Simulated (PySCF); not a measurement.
# Electron correlation in F³⁺ (fluorine, charge +3)

Starting occupation: [He] 2s1 2p2 3s1, 2s1/2 with m_j = +1/2, 2p3/2 with m_j = +1/2, +3/2, 3s1/2 with m_j = +1/2. All numbers are calculated (PySCF 2.14, X2C-1e with screened-nucleus spin-orbit coupling, Gaussian nucleus, in x2c-TZVPall-2c with one added diffuse shell each of s, p, d type (6s4p3d1f, 40 functions)). Frozen: 1s2; 4 electrons correlated.

MP2 pair energies summed by pair of shells (mhartree):

| pair | energy | share (%) |
| --- | --- | --- |
| 2p-2p | -7.01 | 36.6 |
| 2p-2s | -5.59 | 29.2 |
| 2p-3s | -4.68 | 24.4 |
| 2s-3s | -1.89 | 9.9 |

Total MP2 correlation energy: -19.16 mhartree.

The GHF reference relaxed away from the jj start to a determinant that is no pure jj level (⟨S²⟩ = 6.00, ⟨J²⟩ = 12.00); the energies belong to that determinant.
